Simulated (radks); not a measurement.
Problem. Radial electron density D(r) = 4 pi r^2 rho(r) of an atom or ion with 5 electrons. Method: non-relativistic Kohn-Sham, exchange-only PBE, spin-polarised, spherical densities, point nucleus; computed with a radial shooting solver on a logarithmic mesh with Libxc functionals.

| r (bohr) | D(r) (e/bohr) | spin D(r) |
|---|---|---|
| 0.005477 | 3.419 | -0.00489 |
| 0.006127 | 4.130 | -0.00557 |
| 0.006798 | 4.904 | -0.00613 |
| 0.007604 | 5.875 | -0.00655 |
| 0.008505 | 7.003 | -0.00658 |
| 0.009437 | 8.201 | -0.00600 |
| 0.01056 | 9.662 | -0.00428 |
| 0.01171 | 11.18 | -0.00105 |
| 0.0131 | 12.98 | 0.00512 |
| 0.01454 | 14.81 | 0.0146 |
| 0.01626 | 16.90 | 0.0309 |
| 0.01804 | 18.92 | 0.0542 |
| 0.02018 | 21.13 | 0.0919 |
| 0.02239 | 23.14 | 0.143 |
| 0.02504 | 25.18 | 0.224 |
| 0.02779 | 26.84 | 0.331 |
| 0.03108 | 28.29 | 0.492 |
| 0.03477 | 29.27 | 0.717 |
| 0.03858 | 29.67 | 1.00 |
| 0.04315 | 29.50 | 1.41 |
| 0.04788 | 28.78 | 1.90 |
| 0.05355 | 27.44 | 2.59 |
| 0.05942 | 25.77 | 3.39 |
| 0.06646 | 23.70 | 4.44 |
| 0.07375 | 21.70 | 5.59 |
| 0.08249 | 19.70 | 7.01 |
| 0.09153 | 18.13 | 8.45 |
| 0.1024 | 16.89 | 10.1 |
| 0.1145 | 16.12 | 11.6 |
| 0.1271 | 15.72 | 12.8 |
| 0.1421 | 15.45 | 13.8 |
| 0.1577 | 15.12 | 14.2 |
| 0.1764 | 14.45 | 14.0 |
| 0.1957 | 13.40 | 13.2 |
| 0.2189 | 11.76 | 11.7 |
| 0.2429 | 9.874 | 9.85 |
| 0.2717 | 7.640 | 7.63 |
| 0.3015 | 5.606 | 5.60 |
| 0.3372 | 3.686 | 3.69 |
| 0.3741 | 2.285 | 2.28 |
| 0.4185 | 1.227 | 1.23 |
| 0.4681 | 0.5824 | 0.582 |
| 0.5194 | 0.2576 | 0.258 |
| 0.5809 | 0.09220 | 0.0922 |
| 0.6446 | 0.03043 | 0.0304 |
| 0.721 | 0.007667 | 0.00767 |
| 0.8 | 0.001762 | 0.00176 |
| 0.8948 | 0.0002875 | 0.000288 |

What is the nuclear charge?

Solution. Z = 27. The innermost maximum, from 1s, lies near 1/Z = 0.037 bohr (found: 0.0395), and its height grows with Z. The density is that of the cobalt ion Co22+ in [He] 2p3; the configuration itself is not fixed sharply by these data, and Z only to about a unit. D(r) has 1 maximum, at r = 0.0395 bohr.
